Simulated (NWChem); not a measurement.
System: BeHCl; SMILES [BeH][Cl]

All runs: NWChem. Geometry: optimised at PBE-D3(BJ)/def2-SVP. Level: PBE0/Sadlej pVTZ; rows give the wavelength of the field.

| field | isotropic polarisability (bohr³) | anisotropy (bohr³) |
|---|---|---|
| static | 31.3 | 8.8 |
| 1065 nm | 31.6 | 9.0 |
| 589 nm | 32.5 | 9.2 |
| 400 nm | 34.0 | 9.7 |
